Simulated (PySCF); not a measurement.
Can point charges reproduce the dipole moment of Al(PH3)F3, `[F][Al]([F])([F])<-[PH3]`?

Coordinates (PBE0-D3(BJ)/def2-SVP, Å) and charges (e) from the PBE0/pcSseg-1 (pcSseg-2 on Al) density (PySCF):

| atom | x | y | z | Mulliken | IAO | Hirshfeld | ESP-fitted |
| --- | --- | --- | --- | --- | --- | --- | --- |
| Al1 | 0.028 | 0.016 | -1.406 | +1.2236 | +1.4461 | +0.5796 | +1.3101 |
| P2 | 0.019 | -0.042 | 1.087 | -0.1270 | +0.2197 | +0.2588 | -0.1391 |
| H3 | 0.666 | 1.018 | 1.763 | +0.1091 | +0.0374 | +0.0409 | +0.1250 |
| H4 | 0.596 | -1.151 | 1.749 | +0.1084 | +0.0368 | +0.0406 | +0.1247 |
| H5 | -1.246 | -0.003 | 1.720 | +0.1097 | +0.0379 | +0.0413 | +0.1246 |
| F6 | 1.667 | -0.011 | -1.693 | -0.4743 | -0.5919 | -0.3204 | -0.5156 |
| F7 | -0.764 | 1.467 | -1.599 | -0.4750 | -0.5934 | -0.3201 | -0.5146 |
| F8 | -0.827 | -1.380 | -1.705 | -0.4746 | -0.5926 | -0.3201 | -0.5151 |

Task: Compute μ = Σ q r for each scheme (1 e·Å = 4.803 D) and compare with the dipole of the full density.

Result: The full density gives (-0.02, -0.14, 5.84) D, 5.84 D in size; dipole vectors point from the negative to the positive end.

| scheme | μx | μy | μz | size (D) | share of the full size (%) | angle to the full dipole (°) |
| --- | --- | --- | --- | --- | --- | --- |
| Mulliken | -0.01 | -0.12 | 5.21 | 5.21 | 89 | 0 |
| IAO | 0.00 | -0.17 | 6.54 | 6.55 | 112 | 0 |
| Hirshfeld | -0.02 | -0.15 | 6.15 | 6.15 | 105 | 0 |
| ESP-fitted | -0.02 | -0.13 | 5.93 | 5.93 | 102 | 0 |

Task: Which set comes closest?

Result: Length of the difference vector: ESP-fitted 0.09 D, Hirshfeld 0.31 D, Mulliken 0.63 D, IAO 0.71 D. Closest: ESP-fitted. 

Task: What is left for the Hirshfeld atoms' own dipoles?

Result: The shares of the density sum to the whole, so what Σ q r misses lies in dipoles about the nuclei. The atomic dipoles sum to (-0.02, -0.14, 5.84) − (-0.02, -0.15, 6.15) = (0.00, 0.01, -0.31) D, 0.31 D in size.

Task: With the origin at the mean of the coordinates, (0.017, -0.011, -0.010) Å, which are the largest single terms, by size, of the Hirshfeld dipole along the direction of the full one?

Result: Al1 -3.89, F6 +2.60, F8 +2.55, F7 +2.49, P2 +1.36 D; all 8 atoms together +6.15 D. The single terms depend on the origin, their sum doesn't.

Task: Give the size of the full dipole in other units.

Result: 5.84 D = 2.297 au = 1.215 e·Å = 19.47 × 10⁻³⁰ C·m.

Isolated species at its PBE0-D3(BJ)/def2-SVP geometry, gas phase.

The run behind these numbers computed NMR shieldings as well. On one thread, Intel Xeon at 2.70 GHz (x86_64), shared host, this took 22 s (grids of density and orbitals included) and 0.64 GiB of memory at its peak.
